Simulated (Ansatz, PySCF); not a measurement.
Gas-phase reaction in SMILES: [CH3][GeH2][CH3] + 2 [H][H] (H2) → 2 C (CH4) + [GeH4] (GeH4)
Each molecule is optimised on its own at B3LYP-D3(BJ)/def2-TZVP (Ansatz, a first-principles code).

Wanted: energy of full hydrogenation (0 K, with B3LYP-D3(BJ) harmonic zero-point energies from PySCF), in kcal/mol. Correlated levels leave the core frozen unless marked. Spin-orbit coupling is left out. The frozen core is the preceding noble-gas configuration, with the filled d and f shells of earlier blocks. Non-relativistic. Basis-set limits of correlation are two-point, X^-3; Hartree-Fock from the larger set.

```tsv
level	program	energy of full hydrogenation (kcal/mol)
HF/cc-pVTZ	Ansatz	-22.3
RI-HF/aug-cc-pVQZ	Ansatz	-22.2
PBE/def2-TZVPD	Ansatz	-13.7
r2SCAN-D4/def2-TZVPD	Ansatz + dftd4	-12.4
```

Q: Predict the CCSD(T)/CBS(cc-pVTZ,cc-pVQZ) result (Ansatz).

A: -12.1 kcal/mol, so r2SCAN-D4/def2-TZVPD differs from it by -0.3 kcal/mol.
